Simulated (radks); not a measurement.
Hf V, 68 electrons, occupied as [Xe] 4f14 (the NIST ground configuration). Method: Dirac Kohn-Sham, LDA (Slater exchange, Perdew-Wang correlation), spin-unpolarised, spherical densities, finite nucleus; Fermi nuclear charge, rms radius 5.347 fm; computed with a radial shooting solver on a logarithmic mesh with Libxc functionals.

Unscreened Slater integrals over Kohn-Sham orbitals (hartree). Large and small components are both included.

integral,value
"F0(4f7/2,4f7/2)",1.3763
"F2(4f7/2,4f7/2)",0.65266
"F4(4f7/2,4f7/2)",0.40913
"F6(4f7/2,4f7/2)",0.29423
"F0(4f7/2,4f5/2)",1.3876
"F2(4f7/2,4f5/2)",0.65838
"F4(4f7/2,4f5/2)",0.41280
"G2(4f7/2,4f5/2)",0.65615
"G4(4f7/2,4f5/2)",0.41147
"G6(4f7/2,4f5/2)",0.29596
"F0(4f7/2,5p3/2)",0.81931
"F2(4f7/2,5p3/2)",0.26652
"G2(4f7/2,5p3/2)",0.12692
"G4(4f7/2,5p3/2)",0.10016
"F0(4f7/2,5p1/2)",0.87147
"G4(4f7/2,5p1/2)",0.12019
"F0(4f5/2,4f5/2)",1.3991
"F2(4f5/2,4f5/2)",0.66435
"F4(4f5/2,4f5/2)",0.41666
"F0(4f5/2,5p3/2)",0.82166
"F2(4f5/2,5p3/2)",0.26365
"G2(4f5/2,5p3/2)",0.12289
"G4(4f5/2,5p3/2)",0.097459
"F0(4f5/2,5p1/2)",0.87426
"G2(4f5/2,5p1/2)",0.15062
"F0(5p3/2,5p3/2)",0.67474
"F2(5p3/2,5p3/2)",0.36487
"F0(5p3/2,5p1/2)",0.69876
"G2(5p3/2,5p1/2)",0.37117
"F0(5p1/2,5p1/2)",0.72661
